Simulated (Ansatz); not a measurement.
H2O2 (SMILES OO), charge 0, multiplicity 1, relaxed at each level with Ansatz (a program for electronic structure); harmonic frequencies from differences of analytic forces, average atomic masses, frozen cores.

```csv
level,harmonic frequencies (cm⁻¹),ZPE (eV),cost over r2SCAN/def2-TZVPP (rough)
r2SCAN/def2-TZVPP,360 940 1324 1443 3765 3765,0.719,×1
PBE0/def2-TZVPP,389 1007 1355 1465 3829 3829,0.736,×0.9
wB97X-V/def2-TZVPP,385 1024 1356 1468 3829 3830,0.737,×1
MP2/cc-pVTZ,372 944 1328 1437 3819 3820,0.727,×0.9
CCSD(T)/cc-pVDZ,337 861 1295 1432 3781 3783,0.712,×0.6
CCSD(T)/cc-pVTZ,372 912 1323 1436 3808 3809,0.723,×8
```

Measured: fundamentals as far as tabulated 3599, 1402, 877, 371, 3608, 1266 cm⁻¹ [NIST CCCBDB]. Measured modes stand in the spectroscopists' order.
